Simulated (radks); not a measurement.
Effect of the nuclear size on neutral silicon, [Ne] 3s2 3p2. All-electron calculation, Dirac Kohn-Sham, PBE, spin-unpolarised, spherical densities, finite nucleus; open shells are shared between the two j in proportion to 2j + 1; Fermi nuclear charge, rms radius 3.1224 fm. Program: a radial shooting solver on a logarithmic mesh with Libxc functionals. The rms radius is varied about that value; shifts are against it.

| rms radius (fm) | total energy shift (eV) | density at nucleus (e/bohr^3) | 1s1/2 shift (meV) | 2s1/2 shift (meV) |
|---|---|---|---|---|
| 2.7758 | -0.00111 | 1912 | -0.463 | -0.030 |
| 2.8695 | -0.000823 | 1911 | -0.343 | -0.022 |
| 3.1224 | 0 | 1909 | 0.000 | 0.000 |
| 3.3066 | 0.000642 | 1908 | 0.268 | 0.017 |
| 3.7562 | 0.00236 | 1905 | 0.984 | 0.063 |

Slopes of the eigenvalues against <r^2> in GHz/fm^2, as finite differences over the two radii next to the reference (eigenvalue slopes, not the field-shift constants of lines): 1s1/2 54.7, 2s1/2 3.52.
